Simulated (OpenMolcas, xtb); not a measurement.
# How methods differ on InNH2F (SMILES [NH2][In][F])

InNH2F: 5 atoms, total charge 0, spin state doublet. As SMILES, `[NH2][In][F]`. The shape comes from GFN2-xTB, which is rough for such elements, and wasn't checked as a minimum. This is one conformer, not always the lowest.

```xyz
5

N     0.1057    1.0317    0.0098
In    0.1576   -0.9295    1.0850
F     0.4788   -2.3688   -0.3681
H     0.0105    0.7354   -0.9600
H    -0.7526    1.5312    0.2333
```

Each level gives the dipole moment (D). The values are calculated.

```
                         level            kind     program  value (D)   CPU time
                      GFN2-xTB  semi-empirical         xtb       3.89  under 2 s
                      GFN0-xTB  semi-empirical         xtb       5.64  under 2 s
                      GFN1-xTB  semi-empirical         xtb       4.47  under 2 s
            UHF/ANO-R0 (sfX2C)    Hartree–Fock  OpenMolcas       1.49      8.8 s
         UHF/ANO-RCC-MB (DKH2)    Hartree–Fock  OpenMolcas       3.34       16 s
                    UHF/STO-3G    Hartree–Fock  OpenMolcas       2.88        3 s
                     UHF/3-21G    Hartree–Fock  OpenMolcas       3.32      3.6 s
 UHF/def2-SVP (core potential)    Hartree–Fock  OpenMolcas       3.79      3.9 s
UHF/def2-SVPD (core potential)    Hartree–Fock  OpenMolcas       3.93       12 s
                    UPBE/3-21G             GGA  OpenMolcas       2.17       18 s
```

All-electron rows without a relativistic Hamiltonian named are non-relativistic, while core potentials hold scalar relativity, so basis and relativity change together. The values span 1.49 to 5.64 D. Spin contamination of the reference (⟨S²⟩ at least 0.1 too high) touches UHF/ANO-R0, UHF/ANO-RCC-MB. Sets without polarisation functions give poor dipoles. Times are those of the runs behind each value, whatever else they computed, on shared processors of several kinds: orders of magnitude only.
